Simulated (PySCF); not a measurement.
In: excitation energy

In [Kr] 4d10 5s2 5p1 (2P) → In [Kr] 4d10 5s1 5p2 (4P), as a difference of total energies. Computed with PySCF 2.14 in dyall-av2z (22s16p12d, 130 functions), with the non-relativistic Hamiltonian (point nucleus). Correlated levels: valence: [Kr] 4d10 frozen; virtual orbitals above 40 to 60 times the deepest correlated orbital energy dropped. The calculations carry no spin-orbit coupling.

| method | excitation energy (eV) |
| --- | --- |
| UHF | 2.352 |
| LDA | 4.220 |
| PBE | 4.011 |
| PBE0 | 3.701 |
| r2SCAN | 3.567 |
| M06 | 4.581 |
| HSE06 | 3.747 |
| CAM-B3LYP | 3.976 |
| MP2 (valence) | 2.932 |
| SCS-MP2 (valence) | 3.146 |

How much does correlation contribute at MP2 (valence)?

2.932 − (2.352) = 0.580 eV, measured against UHF.

These non-relativistic numbers lack the scalar-relativistic shift.

For comparison: 4.350 eV (measured; NIST levels, between the centres of gravity of the two terms).
